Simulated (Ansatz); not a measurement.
H₂MoOS₃, SMILES [SH][Mo](=[S])(=[S])[OH], multiplicity 1.

Coordinates come from a B3LYP-D3(BJ)/def2-SVP optimisation. The multiplicity is an assumed one; no other spin state was optimised. The structure was generated by enumeration; whether it is a known compound was not checked. The def2 effective core potentials stand for the cores of Mo; spin–orbit coupling is left out. Other conformers were not sampled.

Two levels are set side by side: PBE/def2-SVPD (Ansatz, a quantum-chemistry and plane-wave program) and PBE0/def2-SVPD (Ansatz). Energy differences of separate SCF runs at the same geometry; the states with an electron removed or added have multiplicity 2 and 2. Differences are taken from unrounded values.

| quantity | PBE0 | PBE | PBE minus PBE0 |
|---|---|---|---|
| vertical ionisation energy (eV) | 9.34 | 9.12 | -0.22 |
| vertical electron affinity (eV) | 2.06 | 1.67 | -0.39 |
| vertical singlet–triplet gap (eV) | 1.95 | 2.22 | 0.26 |
